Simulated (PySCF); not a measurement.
**Spinor energies of Ge(14+) (germanium, charge +14)**

Start: [Ar]. Calculated with PySCF 2.14 in an even-tempered Gaussian basis (19 s from 0.37 bohr⁻², ratio 2.6; 14 p from 0.48 bohr⁻², ratio 2.6; 6 d from 0.49 bohr⁻², ratio 2.8; 3 f from 13 bohr⁻², ratio 2.8): generalised Hartree-Fock with the X2C-1e Hamiltonian and a Gaussian nucleus; spin-orbit coupling (SO) screened by Boettger's factors.

```json
{"spinor shell": "1s1/2", "electrons": "2", "ε, screened SO (eV)": "-11645.6", "weight of nominal j (screened SO)": "1.000", "rms radius, screened SO (bohr)": "0.0542"}
{"spinor shell": "2s1/2", "electrons": "2", "ε, screened SO (eV)": "-1924.4", "weight of nominal j (screened SO)": "1.000", "rms radius, screened SO (bohr)": "0.225"}
{"spinor shell": "2p1/2", "electrons": "2", "ε, screened SO (eV)": "-1758.5", "weight of nominal j (screened SO)": "1.000", "rms radius, screened SO (bohr)": "0.199"}
{"spinor shell": "2p3/2", "electrons": "4", "ε, screened SO (eV)": "-1725.8", "weight of nominal j (screened SO)": "1.000", "rms radius, screened SO (bohr)": "0.202"}
{"spinor shell": "3s1/2", "electrons": "2", "ε, screened SO (eV)": "-595.35", "weight of nominal j (screened SO)": "1.000", "rms radius, screened SO (bohr)": "0.592"}
{"spinor shell": "3p1/2", "electrons": "2", "ε, screened SO (eV)": "-534.24", "weight of nominal j (screened SO)": "1.000", "rms radius, screened SO (bohr)": "0.589"}
{"spinor shell": "3p3/2", "electrons": "4", "ε, screened SO (eV)": "-528.00", "weight of nominal j (screened SO)": "1.000", "rms radius, screened SO (bohr)": "0.595"}
```

```csv
quantity,screened SO
E (hartree),-2006.57607
M_J,0
⟨J²⟩,0.000
⟨L²⟩,0.002
⟨S²⟩,0.002
```
